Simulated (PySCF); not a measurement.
PySCF 2.14 output of an unrestricted PBE0 calculation on a single atom or ion in ANO-RCC-VTZP (7s6p4d2f1g, 68 functions), with the spin-free X2C one-electron Hamiltonian (Gaussian nucleus):

```
SCF conv_tol = 1e-09
number electrons alpha = 27  beta = 23
    C. Adamo and V. Barone.,  J. Chem. Phys. 110, 6158 (1999)
    M. Ernzerhof and G. E. Scuseria.,  J. Chem. Phys. 110, 5029 (1999)
cycle= 1 E= -6479.63498704117  delta_E= -0.00612  |g|= 0.0166  |ddm|= 0.0651
cycle= 2 E= -6479.63502728349  delta_E= -4.02e-05  |g|= 0.00705  |ddm|= 0.0084
cycle= 3 E= -6479.63503410847  delta_E= -6.82e-06  |g|= 0.00352  |ddm|= 0.00292
cycle= 4 E= -6479.63503581114  delta_E= -1.7e-06  |g|= 4.22e-05  |ddm|= 0.000849
cycle= 5 E= -6479.63503581233  delta_E= -1.19e-09  |g|= 2.66e-06  |ddm|= 5.12e-05
cycle= 6 E= -6479.63503581233  delta_E=    0  |g|= 4.17e-07  |ddm|= 1.69e-06
converged SCF energy = -6479.63503581233  <S^2> = 6.001678  2S+1 = 5.0006711
```

The run itself started from symmetry-adapted Hartree-Fock orbitals and held the occupation by maximum overlap, on a logarithmic radial grid, so the iterations belong to that start.

Question: Which element, charge and spin multiplicity is this?

Answer: Sb⁺ (antimony, charge +1), multiplicity 5; the state was [Kr] 4d10 5s1 5p3, high-spin 5S determinant (an excited configuration).
